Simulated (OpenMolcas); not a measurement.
Cr4+ (d2) among equal point charges was computed by CASSCF with the d shell active (OpenMolcas, ANO-RCC-VTZP on the metal). Its lowest spin-free states, and all those of the highest spin:

```tsv
2S+1	Degeneracy	E (cm-1)
3	1	0.0
3	2	275.3
3	2	1693
3	1	3148
3	1	3924
1	2	16309
1	1	16657
1	2	17290
3	2	19257
1	1	23512
1	2	23852
3	1	24660
```

Question: Is the site octahedral, tetrahedral or cube-like, axial, or of lower symmetry?

Answer: The states with 2S+1 = 3 have orbital degeneracies 1, 2, 2, 1, 1, 2, 1. There are pairs but no triples, so the site is axial: not cubic, but with a proper or improper axis of order three or more. The run had Cr4+ among 6 point charges of -1.5 e arranged as a trigonal antiprism (D3d), 2.09 Å from the ion, with a polar angle of 65.1° against the regular 54.74°.

Spin-orbit coupling mixes the spin-free states strongly: the lowest level takes only 60 % from its leading state, 3A2. Without dynamic correlation the repulsion within the d shell is too large (B by tens of per cent), so at a given field states of lower spin stand too high. The ground term spreads over less than 5000 cm-1, several times less than with real ligands, so orbital moments are less quenched and χT lies further from the spin-only value than at real sites. Point charges carry no covalency, so the field is a model and not that of real ligands. No measured value stands beside these numbers.
